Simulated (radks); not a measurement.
Task: Radial electron density D(r) = 4 pi r^2 rho(r) of an atom or ion with 48 electrons. Calculated with a radial shooting solver on a logarithmic mesh with Libxc functionals: scalar-relativistic Kohn-Sham, PBE, spin-unpolarised, spherical densities, point nucleus.

| r (bohr) | D(r) (e/bohr) |
|---|---|
| 0.00169 | 6.628 |
| 0.001936 | 8.240 |
| 0.002218 | 10.20 |
| 0.002521 | 12.42 |
| 0.002888 | 15.22 |
| 0.003309 | 18.54 |
| 0.003791 | 22.42 |
| 0.004343 | 26.90 |
| 0.004976 | 31.97 |
| 0.005656 | 37.25 |
| 0.006479 | 43.32 |
| 0.007423 | 49.69 |
| 0.008505 | 56.12 |
| 0.009744 | 62.28 |
| 0.01107 | 67.49 |
| 0.01269 | 71.99 |
| 0.01454 | 75.02 |
| 0.01665 | 76.30 |
| 0.01908 | 75.78 |
| 0.02169 | 73.87 |
| 0.02484 | 70.98 |
| 0.02846 | 68.22 |
| 0.03261 | 66.85 |
| 0.03736 | 68.06 |
| 0.04246 | 72.14 |
| 0.04865 | 79.34 |
| 0.05574 | 88.06 |
| 0.06386 | 95.87 |
| 0.07316 | 100.1 |
| 0.08382 | 98.79 |
| 0.09526 | 92.76 |
| 0.1091 | 83.69 |
| 0.125 | 76.01 |
| 0.1433 | 73.50 |
| 0.1641 | 77.01 |
| 0.1865 | 82.95 |
| 0.2137 | 86.35 |
| 0.2448 | 81.69 |
| 0.2805 | 68.23 |
| 0.3214 | 50.77 |
| 0.3653 | 37.22 |
| 0.4185 | 30.64 |
| 0.4794 | 31.58 |
| 0.5493 | 34.93 |
| 0.6293 | 35.26 |
| 0.7153 | 30.97 |
| 0.8195 | 23.21 |
| 0.9388 | 15.27 |
| 1.076 | 9.281 |
| 1.232 | 5.513 |
| 1.412 | 3.243 |
| 1.605 | 1.853 |
| 1.838 | 0.8847 |
| 2.106 | 0.3385 |
| 2.413 | 0.09763 |
| 2.765 | 0.02014 |
| 3.142 | 0.003217 |
| 3.6 | 0.0003020 |

What is the nuclear charge?

Result: Z = 58. The innermost maximum, from 1s, lies near gamma/Z bohr with gamma = sqrt(1 - (Z/c)^2) = 0.906, here 0.0156 bohr (found: 0.0171), and its height grows with Z. The density is that of the cerium ion Ce10+ in [Kr] 4d10 5s2; the configuration itself is not fixed sharply by these data, and Z only to a few units. D(r) has 4 maxima, at r = 0.0171, 0.0761, 0.214, 0.595 bohr, and minima at 0.0331, 0.141, 0.436 bohr, inside which lie 1.97, 11.17, 28.95 electrons.
